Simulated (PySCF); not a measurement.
**Ar(6+) (argon, charge +6) across methods**

[Ne] 3s2, closed-shell 1S. Calculation: PySCF 2.14, in an uncontracted even-tempered set (19 s from 0.25 bohr⁻², ratio 2.5; 12 p from 0.33 bohr⁻², ratio 2.5; 5 d from 1.6 bohr⁻², ratio 2.7; 5 f from 2.3 bohr⁻², ratio 2.7); scalar relativity by spin-free X2C-1e.

```
method  E (hartree)  mean ε 2s (eV)  mean ε 2p (eV)  mean ε 3s (eV)  Σ⟨r²⟩ (bohr²)   ⟨S²⟩
   LDA    -516.3630         -408.50         -343.24         -116.17          4.656  0.000
  PW91    -517.9879         -409.88         -343.67         -116.17          4.654  0.000
   UHF   -517.49281         -450.47         -373.19         -122.46          4.686  0.000
  PBE0    -517.8475         -420.27         -351.18         -117.92          4.660  0.000
  MN15    -518.1995         -410.42         -349.65         -118.60          4.672  0.000
r2SCAN    -517.9537         -415.42         -346.69         -116.29          4.674  0.000
```

Q: Estimate the same row for PBE.

A: E (hartree) = -517.8151; mean ε 2s (eV) = -409.71; mean ε 2p (eV) = -343.36; mean ε 3s (eV) = -116.03; Σ⟨r²⟩ (bohr²) = 4.656; ⟨S²⟩ = 0.000.
